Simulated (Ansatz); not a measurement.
Reaction (formal hydrolysis of a C–C bond): `COC(=O)CC(=O)C(F)(F)F` + H₂O → `O=C(O)C(F)(F)F` + `COC(C)=O`

Calculated with Ansatz (gas phase, PBE0-D4/def2-TZVP geometries, no zero-point term in ΔE). CBS: MP2 limit from def2 TZ/QZ plus the TZ coupled-cluster correction, frozen cores. This one scheme is used for every species. DFT in def2-TZVPP. HSE06 is defined as in plane-wave codes. Each species was taken in one conformer, which may not be the lowest.

`COC(=O)CC(=O)C(F)(F)F`:

Z-matrix (Å, degrees):
```
C
O 1 1.428
H 1 1.090 2 110.3
H 1 1.087 2 105.7 3 -119.7
H 1 1.090 2 110.4 3 120.6
C 2 1.331 1 115.1 3 -60.5
C 6 1.513 2 110.6 1 -178.2
O 6 1.199 2 124.8 1 0.6
C 7 1.505 6 110.7 2 -165.3
H 7 1.092 6 108.3 2 76.3
H 7 1.092 6 109.5 2 -41.9
O 9 1.192 7 124.7 6 -99.0
C 9 1.549 7 115.5 6 83.7
F 13 1.336 9 111.5 7 -40.2
F 13 1.343 9 108.1 7 77.6
F 13 1.317 9 112.2 7 -162.7
```

H₂O:

```xyz
3

O    -0.337   -0.180    0.072
H     0.509   -0.585   -0.127
H    -0.172    0.765    0.055
```

`O=C(O)C(F)(F)F`:

Z-matrix (Å, degrees):
```
C
F 1 1.320
C 1 1.545 2 110.3
F 1 1.332 2 108.7 3 121.1
F 1 1.332 2 108.7 3 -121.1
O 3 1.328 1 109.9 2 179.7
O 3 1.191 1 123.5 2 -0.3
H 6 0.968 3 107.7 1 180.0
```

`COC(C)=O`:

Z-matrix (Å, degrees):
```
C
O 1 1.423
H 1 1.088 2 105.9
H 1 1.091 2 110.7 3 119.7
H 1 1.091 2 110.7 3 -119.7
C 2 1.341 1 115.2 3 180.0
O 6 1.201 2 123.3 1 -0.0
C 6 1.498 2 111.1 1 180.0
H 8 1.087 6 109.5 2 179.6
H 8 1.092 6 109.9 2 -59.4
H 8 1.092 6 109.9 2 58.5
```

| level | ΔE (kJ/mol) | difference from CCSD(T)/CBS |
| --- | --- | --- |
| LDA (SPW92) | -60.1 | -26.3 |
| revPBE-D4 | -48.5 | -14.7 |
| BLYP-D4 | -49.1 | -15.3 |
| B97M-V | -53.7 | -19.9 |
| ωB97M-V | -45.4 | -11.6 |
| PBE-QIDH | -48.6 | -14.8 |
| PBE0 | -56.5 | -22.7 |
| HSE06 | -56.6 | -22.8 |
| CAM-B3LYP | -56.8 | -23.0 |
| RPA@PBE/def2-TZVPP | -36.8 | -3.0 |
| CCSD/def2-SVP | -53.5 | -19.7 |
| MP2/def2-TZVPP | -37.0 | -3.2 |
| CCSD/def2-TZVPP | -39.2 | -5.4 |
| HF/CBS(def2) | -58.3 | -24.5 |
| MP2/CBS(def2) | -32.7 | 1.1 |
| CCSD/CBS(def2) | -35.0 | -1.2 |
| CCSD(T)/CBS | -33.8 | 0 |

Largest T1 diagnostic among the species: 0.014.

In def2-TZVPP, CCSD(T) changes the Hartree–Fock value by +21.1 kJ/mol (the triples alone add +1.2 kJ/mol) and MP2 by +22.2 kJ/mol. Leaving LDA and LC-ωPBE aside and taking each functional with its dispersion term where it has one, the values, not all of them listed here, spread over 9.6 kJ/mol, from r2SCAN-D4 to ωB97M-V. From BLYP to BHLYP (50 % exact exchange), in def2-TZVPP and without D4, ΔE moves by +5.7 kJ/mol.

CCSD(T)/CBS has its own doubt, a few kJ/mol and more with outer-core shells, so smaller differences from it don't rank the levels.
